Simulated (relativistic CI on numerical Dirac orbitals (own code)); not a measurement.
## Hf⁴⁺: N6,7 absorption edge

Computed with this model: Dirac-Coulomb-Breit CI, separate exchange-only KLI orbitals for each configuration, QED by a radiative potential, valence Slater integrals scaled by 0.7, multiplet model of core-to-valence dipole absorption; configurations [Xe] 4f14 → [Xe] 4f13 5d; 300 K; Lorentzian 0.3 eV and Gaussian 0.3 eV FWHM. Energies are those of the free ion, without screening or charge transfer. The branching ratio is the share of the lower-energy edge in the whole absorption, uncertain by about 0.02 where the edges overlap. S is read from ⟨S²⟩ = S(S + 1).

Field parameters in Wybourne normalisation: D3d B²₀ = −7Dσ, B⁴₀ = −14Dq − 21Dτ, B⁴₃ = −14√(10/7) Dq. The field is a parameter set, without covalency.

Computed curve for D3d, 10Dq = 42250, Dσ = 1200, Dτ = 130 cm⁻¹, scaled to 100 at the maximum (points under 2 are left out and the grid is thinned):

```csv
Energy (eV),Intensity
15.1,2.1
15.3,4.3
15.6,11.1
15.8,11.3
16.0,10.6
16.3,9.7
16.5,8.4
16.7,8.9
17.0,10.0
17.2,16.4
17.4,28.6
17.7,42.8
17.9,62.0
18.1,67.7
18.4,30.1
18.6,12.8
18.8,6.4
19.1,3.4
19.3,2.6
19.5,2.2
20.3,2.2
20.5,2.7
20.7,3.5
21.0,7.5
21.2,17.0
21.4,40.5
21.7,46.3
21.9,21.0
22.1,10.3
22.4,8.7
22.6,13.6
22.8,25.3
23.1,63.2
23.3,100.0
23.5,69.9
23.8,16.8
24.0,8.1
24.2,4.9
24.5,2.8
24.7,2.1
```

The ground state has S = 0.00, and the centroid lies at 20.49 eV.
